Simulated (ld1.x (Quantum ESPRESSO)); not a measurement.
**Before and after: TM potential for chlorine**

chlorine (Cl), norm-conserving Troullier–Martins (Kleinman–Bylander form), made with ld1.x (Quantum ESPRESSO) 7.5 (LDA (PZ), scalar-relativistic). Core [Ne], reference 3s2 3p5. Waves: 3p (bound): rc 1.35 bohr; 3s (bound): rc 1.35 bohr. Local part: the s channel. Core correction: a·sin(br)/r model core inside 1.00 bohr.

Change: local potential all-electron potential smoothed inside 1.20 bohr (lloc = -2).

Cutoffs: the cutoffs (Ry, on a coarse ladder) from which the occupation-weighted sum of valence levels, in a spherical-Bessel basis at the reference potential, stays within 10 and 1 mRy of its value at 400 Ry; they do not see the model core or the augmentation charge, which bear on the density cutoff. Errors are all-electron minus pseudo energies relative to the spin-unpolarised reference configuration.

How do hardness, ghosts and transferability respond?

The potential gets neither clearly harder nor softer (50 Ry and 80 Ry → 50 Ry and 80 Ry); of the 9 tests that both files solve, the error grows in 4 and shrinks in 0 by more than 15 % and 0.3 meV (median size 6.6 → 7.1 meV); neither file shows a bound ghost.

```tsv
quantity	base	changed
cutoff, loose	50 Ry	50 Ry
cutoff, tight	80 Ry	80 Ry
bound ghosts	none	none
error for 3s2 3p4, meV [ΔE 13.97 eV]	+3.3	+4.0
error for 3s2 3p3, meV [ΔE 39.50 eV]	+26	+30
error for 3s2 3p2, meV [ΔE 77.89 eV]	+92	+106
error for 3s1 3p6, meV [ΔE 12.05 eV]	+0.5	+0.6
error for 3s2 3p4.5, meV [ΔE 5.63 eV]	+0.3	+0.5
error for 3s2 3p1, meV [ΔE 130.27 eV]	+234	+266
error for 3s1 3p5, meV [ΔE 26.57 eV]	+5.9	+7.1
error for 3s2 3p5 (spin-polarised), meV [ΔE -0.19 eV]	+6.6	+6.6
error for 3s2 3p4 (spin-polarised), meV [ΔE 13.09 eV]	+37	+37
s: phases at 1.51 bohr within 0.05 rad from the reference energy up to (Ry; the scan ends near 5)	to the end of the scan	4.2
p: phases at 1.51 bohr within 0.05 rad from the reference energy up to (Ry; the scan ends near 5)	to the end of the scan	to the end of the scan
```
